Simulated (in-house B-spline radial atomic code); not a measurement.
Radial electron density of Ru+, [Kr] 4d6 4f1. Method: Dirac-Hartree-Fock, average of configuration, Fermi nucleus of rms radius 4.4809 fm, inside a hard spherical wall at 9.51 bohr. Calculated with a B-spline radial code for spherical atoms.

Columns: r (bohr), 4πr²n(r) (electrons per bohr), bar.

```
 0.00131    1.598 #
 0.00162    2.326 #
   0.002    3.353 ##
 0.00247    4.799 ###
 0.00305      6.8 ####
 0.00377    9.536 ######
 0.00466    13.17 ########
 0.00576    17.87 ###########
 0.00712     23.7 ###############
  0.0088    30.56 ###################
  0.0109    38.17 ########################
  0.0134    45.44 #############################
  0.0166    51.82 #################################
  0.0205    55.69 ###################################
  0.0254    56.22 ####################################
  0.0313    53.63 ##################################
  0.0387    49.73 ################################
  0.0479    47.89 ###############################
  0.0591    51.12 #################################
  0.0731    59.37 ######################################
  0.0903    67.72 ###########################################
   0.112    69.08 ############################################
   0.138    60.82 #######################################
    0.17    49.25 ###############################
   0.211     44.7 ############################
    0.26    50.01 ################################
   0.322     54.6 ###################################
   0.397    47.17 ##############################
   0.491    30.26 ###################
   0.607    16.79 ###########
    0.75    13.16 ########
   0.927    14.11 #########
    1.15    12.81 ########
    1.42    8.757 ######
    1.75      4.7 ###
    2.16    2.066 #
    2.67   0.7689 
     3.3   0.2803 
    4.08   0.1897 
    5.04   0.2421 
    6.23   0.2545 
     7.7   0.1232 
    9.41 0.0004472
```

On this grid the curve has 5 maxima, near 0.0254, 0.112, 0.322, 0.927, 6.23 bohr.

The 4d3/2 radial function P(r) = rR(r), positive near the nucleus, with its small component Q(r) (sign convention: Q ≈ (P' + κP/r)/2c):

```
r (bohr)          P           Q
  0.0134   0.001484     0.00175
  0.0205   0.004592    0.003593
  0.0313     0.0136    0.006916
  0.0479    0.03793      0.0122
  0.0731    0.09475     0.01873
   0.112     0.2042     0.02354
    0.17     0.3453     0.02148
    0.26     0.4092     0.01009
   0.397     0.2049   -0.004428
   0.607    -0.3032    -0.01182
   0.927    -0.7828   -0.008958
    1.42    -0.8287   -0.003097
    2.16     -0.513  -0.0002127
     3.3     -0.179   0.0002593
    5.04   -0.02801   7.258e-05
     7.7  -0.001428   4.587e-06
```
